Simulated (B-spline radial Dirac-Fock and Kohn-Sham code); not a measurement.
Dipole and non-dipole photoemission parameters of F 2p3/2

System: the F atom in the configuration [He] 2s2 2p5; threshold 15.92 eV (orbital energy of the model). These are calculated numbers from an atomic code on a B-spline grid; the model is Dirac-Hartree-Slater photoionisation with a Latter tail; cross sections with all multipoles, angular parameters from the dipole term and its interference with E2.

For linearly polarised light dσ/dΩ = σ/(4π) [1 + β P₂(cos θ) + (δ + γ cos²θ) sin θ cos φ], with θ from the polarisation vector and φ the angle between the beam and the projection of the electron momentum on the plane normal to the polarisation.

```tsv
hν (eV)	σ (kb)	β	γ	δ
52	4300	1.310	0.029	0.008
100	?	?	?	?
123	857	1.498	0.100	0.011
127	793	1.498	0.104	0.011
144	579	1.492	0.122	0.012
267	108	1.363	0.220	0.018
342	51.7	1.274	0.263	0.023
751	4.33	0.916	0.396	0.050
784	3.75	0.895	0.403	0.052
800	3.51	0.885	0.406	0.053
1000	1.65	0.777	0.436	0.066
1440	0.466	0.616	0.483	0.093
1486.9	0.416	0.603	0.488	0.096
1500	0.403	0.600	0.489	0.096
1610	0.314	0.572	0.499	0.102
1920	0.167	0.508	0.525	0.118
4000	0.0108	0.278	0.666	0.205
4020	0.0106	0.277	0.667	0.205
4320	0.00804	0.258	0.680	0.216
4700	0.00579	0.236	0.696	0.229
5414.7	0.00333	0.203	0.723	0.251
7090	0.00115	0.145	0.780	0.297
8047.8	0.000692	0.120	0.807	0.321
8970	0.000448	0.099	0.831	0.343
9040	0.000434	0.098	0.833	0.344
12200	0.000129	0.048	0.899	0.411
12500	0.000117	0.044	0.904	0.417
12900	0.000103	0.039	0.911	0.425
15000	5.58e-05	0.019	0.947	0.463
```

Problem. Give the values at 100 eV.

Solution. σ = 1400 kb, β = 1.486, γ = 0.075, δ = 0.010.
